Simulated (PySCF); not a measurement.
PySCF 2.14 output of an unrestricted PBE0 calculation on a single atom or ion in aug-cc-pVTZ with one added diffuse shell each of s, p, d, f, g type (9s8p6d4f3g, 118 functions), with no relativity, point nucleus:

```
SCF conv_tol = 1e-09
number electrons alpha = 15  beta = 12
    C. Adamo and V. Barone.,  J. Chem. Phys. 110, 6158 (1999)
    M. Ernzerhof and G. E. Scuseria.,  J. Chem. Phys. 110, 5029 (1999)
cycle= 1 E= -1507.74898706712  delta_E= -0.0115  |g|= 0.098  |ddm|= 0.732
cycle= 2 E= -1507.7469487655  delta_E= 0.00204  |g|= 0.161  |ddm|= 0.211
cycle= 3 E= -1507.7505967877  delta_E= -0.00365  |g|= 0.00432  |ddm|= 0.0938
cycle= 4 E= -1507.75060146493  delta_E= -4.68e-06  |g|= 0.00133  |ddm|= 0.00547
cycle= 5 E= -1507.75060179203  delta_E= -3.27e-07  |g|= 6.56e-05  |ddm|= 0.00183
cycle= 6 E= -1507.75060179358  delta_E= -1.55e-09  |g|= 9.37e-06  |ddm|= 0.000105
cycle= 7 E= -1507.7506017936  delta_E= -1.55e-11  |g|= 1.35e-07  |ddm|= 8.9e-06
converged SCF energy = -1507.7506017936  <S^2> = 3.7504772  2S+1 = 4.0002386
```

The run itself started from symmetry-adapted Hartree-Fock orbitals and held the occupation by maximum overlap, on a logarithmic radial grid, so the iterations belong to that start.

Which element, charge and spin multiplicity is this?

Ni⁺ (nickel, charge +1), multiplicity 4; the state was [Ar] 3d8 4s1, high-spin 4F determinant (an excited configuration).
